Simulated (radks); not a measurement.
The nuclear charge of neutral helium is varied continuously with 2 electrons held in [He]. All-electron calculation, scalar-relativistic Kohn-Sham, PBEsol, spin-polarised, spherical densities, finite nucleus; Gaussian nuclear charge, rms radius 1.6755 fm. Program: a radial shooting solver on a logarithmic mesh with Libxc functionals. By the Hellmann-Feynman theorem dE/dZ = E(electron-nucleus)/Z, the electronic potential at the nucleus (averaged over a nucleus of fixed radius). The scalar-relativistic energy here is not variational (the density holds large components alone), so the two differ by a part that grows with Z.

Z    E (hartree)  E(electron-nucleus)/Z (hartree)  HOMO  e(HOMO) (eV)  <r> HOMO (bohr)
1.8     -2.22968                         -2.94129    1s        -9.894            1.091
1.9     -2.53379                         -3.14084    1s       -12.560            1.016
2       -2.85786                         -3.34045    1s       -15.499           0.9512
2.1     -3.20188                         -3.54011    1s       -18.710           0.8941
2.2     -3.56588                         -3.73982    1s       -22.193           0.8435
2.3     -3.94985                         -3.93958    1s       -25.948           0.7983
2.4     -4.35380                         -4.13937    1s       -29.974           0.7578
2.5     -4.77773                         -4.33919    1s       -34.273           0.7212
2.6     -5.22165                         -4.53905    1s       -38.843           0.6880
2.7     -5.68555                         -4.73894    1s       -43.686           0.6577
2.8     -6.16944                         -4.93885    1s       -48.800           0.6300
2.9     -6.67333                         -5.13879    1s       -54.186           0.6046
3       -7.19721                         -5.33876    1s       -59.844           0.5811

The central difference of E at Z = 2 is -3.340 hartree, to compare with the third column; the second derivative is -2 hartree.
